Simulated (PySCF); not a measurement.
## Dipole moment and polarisability of `C=C(C#N)C[SiH2]OC=O`

C₅H₇NO₂Si.
SMILES with atom numbers: `[CH2:1]=[C:2]([C:3]#[N:4])[CH2:5][SiH2:6][O:7][CH:8]=[O:9]` (hydrogens: H10, H11 on C1; H12, H13 on C5; H14, H15 on Si6; H16 on C8)

Structure used (GFN2-xTB), in Å, numbered top down from 1:
```xyz
16
C5H7NO2Si angstrom
C     -2.583    1.024    0.341
C     -1.810   -0.015    0.029
C     -2.260   -1.329    0.305
N     -2.620   -2.397    0.512
C     -0.451    0.084   -0.579
Si     0.878   -0.144    0.767
O      2.271    0.022   -0.143
C      3.460    0.003    0.412
O      3.670   -0.112    1.580
H     -3.549    0.895    0.797
H     -2.266    2.034    0.142
H     -0.333   -0.685   -1.345
H     -0.340    1.055   -1.063
H      0.813    0.931    1.753
H      0.858   -1.472    1.366
H      4.252    0.113   -0.348
```

Level: B3LYP/def2-SVPD (PySCF), static field, nuclei fixed, core orbitals frozen in the response. The polarisability tensor in these axes (au):

```
x   111.34  -1.36   0.33
y    -1.36  96.26  -1.97
z     0.33  -1.97  77.19
```

Problem. What are the eigenvalues, a third of the trace, and Δα (Δα² = ½Σ(αi − αj)² over the three pairs)?

Solution. Principal values 76.99, 96.33 and 111.47 au; mean 94.93 au = 14.07 Å³ = 15.65 × 10⁻⁴⁰ C²·m²/J; Δα = 29.93 au (32 % of the mean).

Problem. What is the dipole moment, and where does it point?

Solution. (0.07, 3.64, -2.37) D, 4.35 D in size, pointing from the negative to the positive side. Measured along this direction, the outermost atoms are N4 at the negative end and H11 at the positive end.

Problem. Traceless (Buckingham) quadrupole moment about the centre of nuclear charge: eigenvalues?

Solution. -20.24, 1.90, 18.34 D·Å. The values depend on the origin, since the dipole doesn't vanish. The electronic extent ⟨r²⟩ about the same centre is 1922 bohr², a root-mean-square distance of 2.70 Å for the 74 electrons.

Problem. What would n − 1 = 2πNα be for an ideal gas of these molecules at 350 K and 1 atm, electronic part alone?

Solution. N = p/kT = 2.0968 × 10¹⁹ cm⁻³, so n − 1 = 2π × N × 14.07 × 10⁻²⁴ cm³ = 1853 × 10⁻⁶ at long wavelengths.

Problem. What molar refraction does this α imply?

Solution. Lorentz–Lorenz: R = (4π/3)N_A α = 2.5225 cm³/(mol·Å³) × 14.07 Å³ = 35.5 cm³/mol, in the limit of long wavelengths.

Problem. Find the Langevin capture rate constant for NO+ (29.998 u) meeting this molecule (141.025 u), k = 2.342 × 10⁻⁹ cm³/s × √(α in Å³ / reduced mass in u).

Solution. The reduced mass is 24.74 u, so k = 1.77 × 10⁻⁹ cm³/s. The formula leaves out the permanent dipole, which adds to the capture rate.

The structure is a single GFN2-xTB conformer in the gas phase; no vibrational or solvent corrections.

The run behind these numbers computed excited states as well. Hardware: an Arm Neoverse V1 with one thread, shared host with 32 logical CPUs at a one-minute load of 20. Cost: 62 s of wall time (grids of density and orbitals included), 1.0 GiB resident at most.
